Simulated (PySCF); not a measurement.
C₄H₇BN₂, SMILES N1CN=CB(C)C=1.

The structure is a stationary point at PBE0-D3(BJ)/def2-SVP. This is a generated structure with no PubChem entry under its InChIKey; it may be hypothetical. One conformer was computed; it need not be the lowest.

Method: PBE0-D3(BJ)/def2-SVP (PySCF 2.14.0).

No scaling factor is applied to the harmonic values.

Question: Estimate the vibrational spectrum. (An estimate is asked for; the answer gives what the named calculation found.)

Answer: 
```csv
mode,ν (cm⁻¹),IR (km/mol),moving atoms (share of kinetic energy)
1,72,1.2,H 96 %
2,74,0.5,"C 63 %, H 34 %"
3,257,0.7,"C 45 %, H 36 %, B 11 %"
4,319,20.0,"H 42 %, B 27 %, N 26 %"
5,347,0.1,"N 49 %, C 40 %, H 11 %"
6,461,10.6,"H 46 %, C 33 %, B 11 %, N 9 %"
7,491,2.7,"C 42 %, H 30 %, B 18 %, N 10 %"
8,534,15.2,"N 54 %, C 35 %"
9,693,12.8,"C 48 %, N 36 %, H 14 %"
10,731,16.3,"H 62 %, C 24 %, B 8 %"
11,835,1.0,"H 69 %, C 29 %"
12,904,9.5,"N 49 %, C 31 %, H 20 %"
13,924,11.7,"C 37 %, H 28 %, B 23 %, N 11 %"
14,940,0.0,"H 82 %, C 18 %"
15,981,0.3,"C 82 %, H 9 %"
16,1021,17.6,"H 59 %, C 31 %"
17,1069,38.3,"C 45 %, H 36 %, N 17 %"
18,1162,75.1,"B 51 %, H 41 %"
19,1235,4.9,"B 51 %, H 33 %, C 16 %"
20,1250,0.0,H 95 %
21,1316,105.7,"H 66 %, C 26 %"
22,1320,10.4,"H 66 %, C 26 %"
23,1333,23.7,H 92 %
24,1392,3.8,"H 61 %, C 23 %, N 15 %"
25,1411,86.7,"H 64 %, N 13 %, C 11 %, B 11 %"
26,1414,6.3,H 88 %
27,1441,11.2,H 89 %
28,1687,15.8,"C 52 %, N 46 %"
29,1696,18.9,"C 53 %, N 42 %"
30,3027,0.7,H 96 %
31,3027,0.8,H 94 %
32,3054,0.0,"H 91 %, C 9 %"
33,3077,76.7,"H 92 %, C 8 %"
34,3080,18.3,"H 92 %, C 8 %"
35,3114,13.6,H 92 %
36,3161,7.5,"H 90 %, C 10 %"
```
